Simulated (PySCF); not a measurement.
**Computed properties of ClH6NSi2, SMILES [SiH2]([SiH2]Cl)N**

ClH6NSi2, SMILES Cl[SiH2][SiH2]N. Geometry: B3LYP-D3(BJ)/def2-SVP. The structure was generated by enumeration, and PubChem lists no compound with its InChIKey, so it may never have been made. One conformer was computed; it need not be the lowest. All values are computed for the isolated molecule unless a solvent is named; none is compared with measurement here.

**Structure.** All 24 harmonic modes at B3LYP-D3(BJ)/def2-SVP (PySCF) are real, so it is a minimum. With heavy atoms numbered as in [SiH2:1]([Cl:2])[SiH2:3][NH2:4], the shortest bond between them is Si3–N4 at 1.740 Å and the longest Si1–Si3 at 2.356 Å.

**Vibrations.** The strongest infrared lines (harmonic, unscaled, degenerate partners summed) lie at 804 cm⁻¹ (320 km/mol, H 80 %, Si 15 %), 469 cm⁻¹ (247 km/mol, H 75 %, N 21 %), 2220 cm⁻¹ (170 km/mol, H 96 %). The softest mode is at 54 cm⁻¹ and the zero-point energy is 38.7 kcal/mol.

**Electronic structure.** ωB97X/def2-TZVP (PySCF) places the frontier levels at -9.51 and 1.32 eV, a gap of 10.83 eV, and gives a dipole moment of 1.55 D and a mean polarisability of 73.4 bohr³. PBE/def2-TZVP (PySCF) at the same geometry gives -5.93 and -1.55 eV, so its gap is 6.45 eV narrower. An orbital gap is neither the optical nor the fundamental gap.

**Excitations.** TDA-ωB97X/def2-SVPD (PySCF) has S1 at 5.76 eV (215 nm, f = 0.023, weak); the most intense of the 10 singlets computed lies at 8.05 eV (f = 0.29). T1 (TDA) is at 5.16 eV, 0.60 eV under S1. TDA-PBE/def2-SVPD (PySCF) puts S1 at 4.57 eV. No vertical singlet excitation falls in the visible range (under 3.1 eV).

**NMR.** GIAO shifts at KT2/pcSseg-1 (PySCF) (non-relativistic, atoms alike by connectivity averaged): ¹H from 0.1 to 5.4 ppm against TMS; ²⁹Si from -48.3 to -20.3 ppm against TMS. Without spin–orbit terms, shifts of atoms bonded to Cl or Br come out too high.

**Solvation.** SMD-M06-2X/def2-SVP (PySCF) gives -0.5 kcal/mol in water, -4.3 kcal/mol in methanol, -3.3 kcal/mol in cyclohexanone (1 M in both phases, gas-phase geometry); of these solvents methanol holds the molecule best.
